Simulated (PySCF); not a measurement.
These are PySCF 2.14.0 with ωB97X-D3(BJ)/def2-TZVP // PBE0-D3(BJ)/def2-SVP values and carry that method's errors. Isolated molecules, 0 K electronic values unless said otherwise. 

Reference species (SMILES): `[CH2](C)[Sn]([Cl])([Cl])[Cl]` (neutral, multiplicity 1).

```yaml
HOMO: -11.06 eV
S1 oscillator strength: 0.000
```

Changed species: `[Cl][Sn]([Cl])([Cl])[Cl]` (0 of 4 Cl replaced by C2H5; the reference has 1 of 4 Cl replaced by C2H5).

Problem. What does the change do to the HOMO and S1 oscillator strength?

Solution. the HOMO falls by 1.24 eV, to -12.30 eV; the S1 oscillator strength is nearly the same.
